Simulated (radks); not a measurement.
He, 2 electrons, occupied as [He]. Calculated with a radial shooting solver on a logarithmic mesh with Libxc functionals: Dirac Kohn-Sham, PBE, spin-unpolarised, spherical densities, finite nucleus; Gaussian nuclear charge, rms radius 1.6755 fm.

X-ray form factor f0, the Fourier transform of the density (f0(0) = 2):

sin(theta)/lambda (1/angstrom)  f0 (electrons)
0.05                                     1.955
0.1                                      1.829
0.15                                     1.649
0.2                                      1.443
0.25                                     1.237
0.3                                      1.046
0.4                                      0.731
0.5                                      0.507
0.6                                      0.354
0.8                                      0.180
1                                        0.098
1.25                                     0.050
1.5                                      0.027
2                                        0.010
